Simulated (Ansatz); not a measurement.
Frontier orbitals of CH6AsNZn, SMILES `N[CH2][Zn][AsH2]`.

Charge 0, multiplicity 1. For Zn the d shell is correlated and the shells below it are frozen. Correlated methods include outer-core shells of As, which these sets cover unevenly. Scalar relativity is left out up to krypton. The geometry is a stationary point of PBE0-D4/def2-TZVP. It is one conformer, not always the lowest. Basis def2-TZVPP, Ansatz.

Orbital energies of one run (eV). Highest occupied ones, from the top: -5.82, -6.67, -7.68, -8.48, -9.54, -10.46, -11.77, -12.94, -13.78, -13.88, -13.88, -13.89, -13.93, -16.59. Empty: -0.80, -0.72, -0.45, 0.64, 0.72, 1.27.

Question: Which functional gave them?
A. PBE
B. revPBE
C. r2SCAN0
D. HSE06 (plane-wave form)

Answer: D. HOMO energies: HSE06 -5.82, PBE -5.00, r2SCAN0 -6.38, revPBE -4.95 eV.
